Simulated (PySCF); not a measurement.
C₂H₅F, SMILES FCC. Atoms are numbered in the order given.

```xyz
8

C     -0.2253     1.1954     0.0000
C      0.5487    -0.1028     0.0000
F     -0.3396    -1.1938     0.0000
H      0.4726     2.0463     0.0000
H     -0.8612     1.2710    -0.8927
H     -0.8612     1.2710     0.8927
H      1.1828    -0.1997     0.8963
H      1.1828    -0.1997    -0.8963
```
Charge 0, spin multiplicity 1.

Geometry: PBE-D3(BJ)/def2-TZVP.

Two levels are set side by side: PBE/pcJ-1 (PySCF) and B3LYP/pcJ-1 (PySCF). One-bond couplings, all four terms, same geometry. Isotopes: 13C, 19F, 1H. Differences are taken from unrounded values.

```
quantity         B3LYP
--------------  ------
¹J(C1,C2) (Hz)    41.3
¹J(C2,F3) (Hz)  -220.6
¹J(C1,H4) (Hz)   128.1
¹J(C1,H5) (Hz)   136.5
¹J(C1,H6) (Hz)   136.5
¹J(C2,H7) (Hz)   155.2
¹J(C2,H8) (Hz)   155.2
```

Question: What does PBE give, and how far is it from B3LYP? (An estimate is asked for; the answer gives what the named calculation found.)

Answer: 
| quantity | PBE | PBE minus B3LYP |
|---|---|---|
| ¹J(C1,C2) (Hz) | 34.1 | -7.2 |
| ¹J(C2,F3) (Hz) | -242.4 | -21.8 |
| ¹J(C1,H4) (Hz) | 116.6 | -11.5 |
| ¹J(C1,H5) (Hz) | 124.7 | -11.8 |
| ¹J(C1,H6) (Hz) | 124.7 | -11.8 |
| ¹J(C2,H7) (Hz) | 141.5 | -13.7 |
| ¹J(C2,H8) (Hz) | 141.5 | -13.7 |

Rough cost on one machine, each run with all the roots and properties that it gave: B3LYP against PBE within a factor of 2.
